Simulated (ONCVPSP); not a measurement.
**Plane-wave convergence, ONCV potential for Hg (Z = 80)**

| Quantity | Value |
| --- | --- |
| Element | mercury (Hg) |
| Generator | ONCVPSP 4.0.1 |
| Type | optimised norm-conserving Vanderbilt (ONCV) |
| Functional | PBEsol |
| Relativity | scalar-relativistic |
| Frozen core | [Kr] 4d10 4f14 |
| Valence charge | 20 |
| Reference configuration | 5s2 5p6 5d10 6s1.75 6p0.25 |
| Partial waves | 5s+6s: rc 1.75 bohr, ncon 4, nbas 8, qcut 8.4 1/bohr, 2 projectors; 5p+6p: rc 1.55 bohr, ncon 5, nbas 9, qcut 10.7 1/bohr, 2 projectors; 5d: rc 1.85 bohr, ncon 5, nbas 9, qcut 7 1/bohr, 2 projectors, debl 1.1 Ha; f scattering state at 0.22 Ha: rc 1.80 bohr, ncon 4, nbas 9, qcut 6 1/bohr, 2 projectors, debl 1.9 Ha |
| Local potential | polynomial inside 1.20 bohr (lpopt 5, dvloc0 2 Ha) |
| Core correction | none |

For each optimised wave give the share of its norm inside rc, the residual kinetic energy above qcut (Ha) and the cutoffs (Ha) for errors of 10, 1, 0.1 and 0.01 mHa per electron.

| wave | norm inside rc | residual KE | 10 mHa | 1 mHa | 0.1 mHa | 0.01 mHa |
| --- | --- | --- | --- | --- | --- | --- |
| 5s | 0.991 | 5.4e-08 | 14.0 | 20.8 | 25.4 | 28.9 |
| 6s | 0.152 | 3.4e-07 | 12.6 | 21.3 | 26.5 | 30.4 |
| 5p | 0.917 | 5.3e-07 | 30.0 | 39.1 | 45.8 | 51.1 |
| 6p | 0.019 | 5.9e-08 | 8.8 | 28.3 | 38.5 | 45.8 |
| 5d | 0.765 | 7.3e-05 | 16.5 | 20.5 | 24.0 | 54.1 |
| d projector 2 | 0.122 | 4.0e-05 | 15.0 | 19.5 | 23.1 | 30.9 |
| f projector 1 | 0.001 | 1.1e-06 | 0.6 | 2.4 | 7.9 | 13.4 |
| f projector 2 | 0.291 | 5.5e-03 | 16.6 | 23.7 | 85.6 | 128.6 |

The occupied waves need 39 Ha and 46 Ha for 1 and 0.1 mHa. Rows with under 1 % of the norm inside rc give no meaningful cutoff. 1 of 4 tests not solved or not reliable.
